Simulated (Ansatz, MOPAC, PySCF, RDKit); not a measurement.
Pair of molecules: SiH4 (SMILES [SiH4]) (first 5 atoms) with H2S (SMILES S); geometry from B3LYP-D3(BJ)/def2-TZVP, rigid monomers moved along the line of their centres of mass till Si1···S6 is 4.33 Å.
(charge 0, multiplicity 1):
```xyz
8

Si     0.03022    -0.04359    -0.28748
H     -0.70531     1.12782     0.23899
H     -0.11048    -0.07116    -1.76354
H     -0.54498    -1.28612     0.27250
H      1.46224     0.05876     0.06320
S      0.21712     0.07841     4.03710
H     -0.30273     1.30880     3.90268
H     -0.98663    -0.50651     3.93222
```

```tsv
level	interaction energy (kcal/mol)	minus CCSD(T)/CBS(aug-cc-pV(D+d)Z, aug-cc-pV(T+d)Z)	cost
MMFF94	-0.53	0.39	-
UFF	-0.70	0.22	-
AM1	-0.14	0.78	-
PM3	0.42	1.34	-
PM6	-0.27	0.65	-
HF/3-21G (no counterpoise)	-0.92	0.00	-
HF/6-31G*	-0.09	0.83	-
HF/6-31G* (no counterpoise)	-0.26	0.66	-
HF/aug-cc-pV(D+d)Z	-0.11	0.81	-
HF/aug-cc-pV(T+d)Z	-0.08	0.84	-
PBE/def2-TZVPPD	-0.55	0.37	×1
PBE-D3(BJ)/def2-TZVPPD	-1.16	-0.24	×1
PBE-D4/def2-TZVPPD	-1.13	-0.21	×1
BP86/6-31G* (no counterpoise)	-0.03	0.90	-
r2SCAN/def2-TZVPPD	-0.66	0.27	×1
r2SCAN-D3(BJ)/def2-TZVPPD	-0.97	-0.05	×1
r2SCAN-D4/def2-TZVPPD	-0.91	0.01	×1
B3LYP/3-21G (no counterpoise)	-0.98	-0.06	-
B3LYP/6-31G*	0.02	0.94	-
B3LYP/6-311+G** (no counterpoise)	-0.15	0.77	-
B3LYP/LANL2DZ (no counterpoise)	-0.17	0.75	-
B3LYP/def2-TZVPPD	-0.03	0.89	×1
B3LYP-D3(BJ)/def2-TZVPPD	-1.00	-0.08	×1
B3LYP-D4/def2-TZVPPD	-0.89	0.03	×1
PBE0/def2-TZVPPD	-0.48	0.44	×2
PBE0-D3(BJ)/def2-TZVPPD	-1.13	-0.21	×2
PBE0-D4/def2-TZVPPD	-1.06	-0.14	×2
wB97X-V/def2-TZVPPD	-0.96	-0.03	×4
wB97M-V/def2-TZVPPD	-0.92	0.00	×4
MP2/6-31G* (no counterpoise)	-0.69	0.23	-
MP2/aug-cc-pV(D+d)Z	-0.84	0.08	-
MP2/aug-cc-pV(T+d)Z	-0.91	0.02	-
MP2/CBS(aug-cc-pV(D+d)Z, aug-cc-pV(T+d)Z)	-0.94	-0.02	-
SCS-MP2/aug-cc-pV(D+d)Z	-0.67	0.25	-
SCS-MP2/aug-cc-pV(T+d)Z	-0.72	0.20	-
CCSD/aug-cc-pV(D+d)Z	-0.73	0.20	-
CCSD/aug-cc-pV(T+d)Z	-0.76	0.16	-
CCSD(T)/aug-cc-pV(D+d)Z	-0.82	0.10	×4
CCSD(T)/aug-cc-pV(T+d)Z	-0.89	0.04	×300*
CCSD(T)/CBS(aug-cc-pV(D+d)Z, aug-cc-pV(T+d)Z)	-0.92	0.00	×300*
```

 The comparison column counts from a level with limits of its own.

The rows run from -1.16 (PBE-D3(BJ)/def2-TZVPPD) to 0.42 kcal/mol (PM3). In aug-cc-pV(T+d)Z the value moves HF -0.08, MP2 -0.91, CCSD -0.76, CCSD(T) -0.89, a shift of -0.80 from HF to CCSD(T). From aug-cc-pV(D+d)Z to aug-cc-pV(T+d)Z CCSD(T) changes by -0.06. The dispersion term adds -0.61 in PBE-D3(BJ), -0.58 in PBE-D4, -0.32 in r2SCAN-D3(BJ). The 6 functionals in def2-TZVPPD without D3 or D4 span 0.93, from wB97X-V to B3LYP.

Monomers are frozen at their geometry in the pair; levels with a basis set take the counterpoise correction. Rows marked so take none. RDKit's UFF carries no charges.

Cores are frozen in the correlated methods. CBS(a, b) extrapolates the correlation energy as X⁻³ and adds the Hartree–Fock energy of set b. Rows in 3-21G, 6-311+G**, 6-31G*, LANL2DZ carry no dispersion term and start afresh at each structure (6-31G* with six Cartesian d functions). MP2/6-31G* freezes PySCF's default core. LANL2DZ brings its own core potentials from Na on. The state that AM1, PM3, PM6 reach isn't checked.

Codes used: Ansatz (a program for electronic structure) with Gaussian orbitals; MOPAC for AM1, PM3, PM6 (differences of heats of formation); PySCF for 3-21G rows, 6-311+G** rows, 6-31G* rows, LANL2DZ rows, the dispersion terms; RDKit for the force fields. Each number belongs to the level named beside it.

Costs are rough ratios of core time to PBE/def2-TZVPPD (about 3 s over the structures, on one shared machine); a dash marks a level with no comparable run of its own. A star marks coupled-cluster runs past 200 virtual orbitals, where the program's memory plan changes under this machine's limit, so their costs aren't comparable with smaller runs.
